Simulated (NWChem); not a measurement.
Species: N$_{2}$H$_{3}$ anion

```xyz
5

N      0.0055    -0.8060     0.1386
N      0.0773     0.6565    -0.0393
H      0.6757    -1.1456    -0.5601
H      0.3078     1.0823     0.8684
H     -0.8714     1.0072    -0.2263
```
Atoms are numbered in this order, from 1.

Level: B3LYP/def2-SVPD (NWChem), optimised geometry, unscaled harmonic frequencies. The highest occupied level is positive, so the extra electron may be held by the finite basis.

```
frequency (cm⁻¹)  IR intensity (km/mol)
----------------  ---------------------
447                                42.1
803                                20.7
998                                38.7
1175                                7.7
1378                                0.6
1601                                9.7
3248                              114.5
3267                              183.3
3335                              224.8
```

```yaml
zero_point_energy: 23.2 kcal/mol
thermal correction to the enthalpy at 298.15 K (with zero-point energy): 25.8 kcal/mol
heat capacity Cv: 8.7 cal/(mol K)
entropy at 298.15 K and 1 atm (symmetry number 1): 55.9 cal/(mol K)
```

Rigid rotor and harmonic oscillator.
